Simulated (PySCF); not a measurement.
A calculated (UHF, PySCF 2.14, def2-SVP, no relativity, point nucleus) atom or ion has these occupied shells.

```
shell  electrons  orbital energy (eV)  rms radius, mean of both spins (bohr)
 1s α          1              -915.61                                  0.183
 1s β          1              -913.87                                  0.183
 2s α          1              -73.615                                  0.957
 2s β          1              -67.537                                  0.957
 2p α          3              -45.189                                   1.00
 2p β          2              -42.327                                   1.00
```

Question: Name the element and its charge.

Answer: Ne⁺ (neon, charge +1), in [He] 2s2 2p5, 2P determinant.
